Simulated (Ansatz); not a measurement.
The pair A = ethylamine (SMILES CCN) (first 10 atoms), B = NH3 (SMILES N); geometry from B3LYP-D3(BJ)/def2-TZVP.
(charge 0, multiplicity 1):
```xyz
14

C      1.341     0.268     0.357
C     -0.112     0.677     0.176
N     -1.009    -0.373     0.679
H      2.009     1.048    -0.013
H      1.559     0.094     1.411
H      1.560    -0.647    -0.201
H     -0.298     0.924    -0.879
H     -0.309     1.582     0.755
H     -1.980    -0.117     0.537
H     -0.855    -1.239     0.174
N      0.016    -0.176     3.699
H      0.288    -1.068     4.096
H     -0.673     0.229     4.322
H     -0.442    -0.364     2.806
```

Cores are frozen in the correlated methods. MP2 and its Hartree–Fock in aug-cc-pVTZ are density fitted.

Run with Ansatz (a program for electronic structure) with Gaussian orbitals. 

Total energies (hartree), monomers frozen at their geometry in the pair:

```tsv
structure	HF/aug-cc-pVDZ	MP2/aug-cc-pVTZ	CCSD(T)/aug-cc-pVDZ
AB	-190.4802781	-191.3621494	-191.2544123
A in the pair's basis	-134.2729224	-134.8950123	-134.8226521
B in the pair's basis	-56.2055447	-56.4607838	-56.4262968
A	-134.2725730	-134.8945675	-134.8214476
B	-56.2051610	-56.4603811	-56.4252905
```

Task: Work out the interaction energy without and with the counterpoise correction, and the superposition error, for each level.

Result: 
E(AB) − E(A) − E(B), times 627.509 kcal/mol, with the monomers in their own basis and then in the pair's basis:
- HF/aug-cc-pVDZ: -1.60 uncorrected, -1.14 corrected; the monomers gain 0.46 kcal/mol from borrowed functions
- MP2/aug-cc-pVTZ: -4.52 uncorrected, -3.99 corrected; the monomers gain 0.53 kcal/mol from borrowed functions
- CCSD(T)/aug-cc-pVDZ: -4.82 uncorrected, -3.43 corrected; the monomers gain 1.39 kcal/mol from borrowed functions
